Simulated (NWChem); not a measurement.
WNH2SOF; SMILES [S]=[W]([NH2])([F])=[O]

```xyz
7

W      0.0122    -0.1558     0.0368
O     -0.2804    -0.6608     1.6295
S      0.0954     1.9790    -0.0562
F      1.6010    -0.9043    -0.6046
N     -1.5091    -0.7188    -0.9923
H     -2.1365    -1.4587    -0.6841
H     -1.8939    -0.2178    -1.7897
```
Atoms are numbered in this order, from 1.

Program: NWChem. All runs use the structure optimised with PBE0/def2-SVP. Not confirmed as a minimum by frequencies. def2 effective core potentials on W; no spin-orbit coupling. Ions are spin-unrestricted doublets at the neutral geometry; other ion states weren't tried.

For level M06-2X/def2-SVP:

| Quantity | Value |
|---|---|
| −ε(HOMO) (eV) | 8.91 |

Q: Estimate the same quantities for level LDA (Slater exchange, VWN5)/def2-SVP.

A: The −ε(HOMO) (eV) is 6.58.
